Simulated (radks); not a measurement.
All-electron atom: Lu34+ in [Kr] 4d1 (the NIST ground configuration). All-electron calculation, non-relativistic Kohn-Sham, LB94 model potential, spin-polarised, spherical densities, point nucleus; open shells are filled with parallel spins first (spin-orbit coupling, left out, can overturn this in heavy ions); relativity is left out, which matters for an element this heavy. Program: a radial shooting solver on a logarithmic mesh with Libxc functionals.

Unscreened Slater integrals over Kohn-Sham orbitals (eV). They are taken over the spin-up orbitals.

\begin{tabular}{lr}
integral & value \\ \hline
F0(4d,4d) & 54.511 \\
F2(4d,4d) & 27.850 \\
F4(4d,4d) & 18.982 \\
F0(4d,4p) & 53.772 \\
F2(4d,4p) & 27.614 \\
G1(4d,4p) & 33.839 \\
G3(4d,4p) & 21.827 \\
F0(4d,4s) & 53.612 \\
G2(4d,4s) & 26.017 \\
F0(4d,3d) & 69.926 \\
F2(4d,3d) & 20.504 \\
F4(4d,3d) & 10.277 \\
G0(4d,3d) & 6.4712 \\
G2(4d,3d) & 8.2526 \\
G4(4d,3d) & 6.5194 \\
F0(4p,4p) & 53.230 \\
F2(4p,4p) & 27.885 \\
F0(4p,4s) & 53.079 \\
G1(4p,4s) & 35.892 \\
F0(4p,3d) & 67.777 \\
F2(4p,3d) & 18.919 \\
G1(4p,3d) & 6.1059 \\
G3(4p,3d) & 6.1359 \\
F0(4s,4s) & 52.961 \\
F0(4s,3d) & 67.123 \\
G2(4s,3d) & 5.8293 \\
F0(3d,3d) & 129.30 \\
F2(3d,3d) & 66.227 \\
F4(3d,3d) & 42.684 \\
\end{tabular}

Derived for the open shells (J is the average intra-shell exchange parameter used in DFT+U). 4d: Racah B = F2/49 - 5 F4/441 = 0.3532 eV, C = 35 F4/441 = 1.507 eV, C/B = 4.27, F4/F2 = 0.682, J = (F2 + F4)/14 = 3.345 eV.
